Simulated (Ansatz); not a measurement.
Task: Predict a relaxed structure of B₂N₃⁻ (the lowest singlet isomer of a short search), charge -1, singlet, at r2SCAN-D4/def2-SVPD (Ansatz).

Result: 
```xyz
5

B     0.877    0.459   -0.898
B    -0.876   -0.460    0.898
N     1.737    0.918   -1.781
N    -1.745   -0.906    1.781
N     0.006   -0.011    0.000
```
Point group D∞h (tolerance 0.1 Å). This is one stationary point.

The restricted singlet is unstable towards broken spin symmetry at other levels; at r2SCAN-D4/def2-SVPD this wasn't settled. An occupied level of the charge -1 singlet lies above an empty one (by up to 0.21 eV), so this SCF solution is probably not the lowest. At r2SCAN-D4/def2-SVPD a triplet of charge -1 lies 1.08 eV below the restricted singlet, each at its own geometry. The structure comes from a short search, and lower isomers may exist.
